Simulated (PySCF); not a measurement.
## Computed structure and properties of [La(NH3)]3+

System: [La(NH3)]3+ (singlet); start: template (C3v). Method: PySCF 2.14.0, RKS PBE0, La lcecp-1-SVP with ECP46, N def2-SVP, H def2-SVP; non-relativistic Hamiltonian with scalar-relativistic core potentials where named; density fitting; no spin-orbit coupling.

Input of the relaxation:

```python
mol = gto.M(atom='''
La     0.00000     0.00000    -0.29380
N     -0.00000    -0.00000     2.32620
H      0.93916     0.00004     2.72420
H     -0.46961     0.81332     2.72420
H     -0.46955    -0.81335     2.72420''',
    basis={'La': 'lcecp-1-SVP', 'N': 'def2-SVP', 'H': 'def2-SVP'},
    ecp={'La': 'lcecp-1-SVP'},
    charge=3, spin=0)
mf = dft.RKS(mol, xc='PBE0')
mf.grids.atom_grid = (50, 194)  # f atoms: unpruned, at least (60, 302)
mf = mf.density_fit()  # fitting sets: La AutoAux, N def2-universal-JKFIT, H def2-universal-JKFIT
mf.conv_tol = 1e-08; mf.max_cycle = 55
mf.kernel(dm0)  # dm0: converged density of the start geometry
# quasi-Newton relaxation in Cartesian coordinates to a largest gradient under 0.00045 Eh/bohr, steps kept in the point group
```

Run from Python with OMP_NUM_THREADS=2; the lines above give its settings. Where DIIS fails, smearing, a level shift and second-order steps follow.
It took 8.3 s on 2 threads of Arm Neoverse V2 (shared host), from the converged density of the start.

Course of the relaxation:

| step | energy above end (eV) | largest force component within the symmetry (eV/Å) |
| --- | --- | --- |
| 0 | 0.1008 | 2.213 |
| 1 | 0.0372 | 0.921 |
| 2 | 0.0104 | 0.356 |
| 3 | 0.0038 | 0.215 |
| 4 | 0.0003 | 0.090 |
| 5 | 0.0000 | 0.014 |
| 6 | 0.0000 | 0.003 |

Relaxed geometry (C3v):

```xyz
5

La    0.0000    0.0000   -0.2150
N     0.0000    0.0000    2.2628
H     0.9394    0.0000    2.7191
H    -0.4697    0.8135    2.7191
H    -0.4697   -0.8135    2.7191
```

```json
{"contact": "La1–N2 (NH3)", "Å": "2.478"}
```

On the finer grid (75, 302):

```yaml
HOMO: -26.69 eV
LUMO: -19.55 eV
Dipole_about_the_centre_of_mass: 3.05 D
Set_of_Mulliken_populations_of_La1_outside_the_core_potential: s 2.05, p 6.04, d 0.36, f 0.02
D3_BJ_dispersion_energy_not_in_the_energies: -0.078 eV
```

```
atom  Mulliken (e)  Löwdin (e)  spin (e)
 La1          2.53        2.46      0.00
  N2         -0.39       -0.02      0.00
  H3          0.29        0.19      0.00
  H4          0.29        0.19      0.00
  H5          0.29        0.19      0.00
```

The large-core potential holds the 4f shell empty.

On the grid (50, 194), as all that follows. Harmonic modes: a minimum; lowest 377 cm⁻¹ (negative: unstable), highest 3332 cm⁻¹, zero-point energy 1.008 eV.

Taking off one NH3 (charge 0, singlet; the rest: singlet) in vacuum, both parts rigid, costs 4.97 eV; the small basis without counterpoise inflates it. Parting with an electron moved from the ligand to the metal can be far cheaper, even downhill.

Rigid scan of NH3 along the line from its metal:

(distance to N2 (Å), energy (eV)): (2.18, 0.527), (2.28, 0.205), (2.38, 0.045), (2.48, 0.000), (2.58, 0.036), (2.68, 0.127), (2.88, 0.406)

One start shape was tried, so this needn't be the lowest isomer.
